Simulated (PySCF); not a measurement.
**How methods differ on the electron affinity of Te**

Te⁻ [Kr] 4d10 5s2 5p5 [5p1/2^2 5p3/2^3, M_J = 3/2] → Te [Kr] 4d10 5s2 5p4 [5p1/2^2 5p3/2^2, M_J = 2], as a difference of total energies. Calculation: PySCF 2.14, in x2c-TZVPPall-2c with one added diffuse shell each of s, p, d, f type (9s10p6d3f, 90 functions); the two-component X2C-1e Hamiltonian. Correlated levels: [Kr] frozen; the 14 highest virtual spinors dropped. "Screened" scales the spin-orbit matrix elements by Boettger's factors to mimic the two-electron term; Breit and QED terms are absent.

| method | electron affinity (eV) |
| --- | --- |
| GHF (screened spin-orbit) | 0.976 |
| GMP2 (screened spin-orbit) | 1.786 |
| GCCSD (screened spin-orbit) | 1.748 |
| GCCSD(T) (screened spin-orbit) | 1.816 |

Errors of the correlated levels include the incompleteness of this basis and the frozen core.

The labels give the starting determinants; with spin-orbit coupling the two ends relaxed to ⟨J²⟩ = 3.78, ⟨L²⟩ = 2.05, ⟨S²⟩ = 0.79 and ⟨J²⟩ = 6.03, ⟨L²⟩ = 2.29, ⟨S²⟩ = 1.90.

Question: Which method comes closest to the reference value, and which is furthest?

Answer: The reference is 1.971 eV (measured; photodetachment measurements, as compiled on the Wikipedia data page of electron affinities). Closest: GCCSD(T) (screened spin-orbit) (error -0.155 eV); furthest: GHF (screened spin-orbit) (error -0.995 eV).
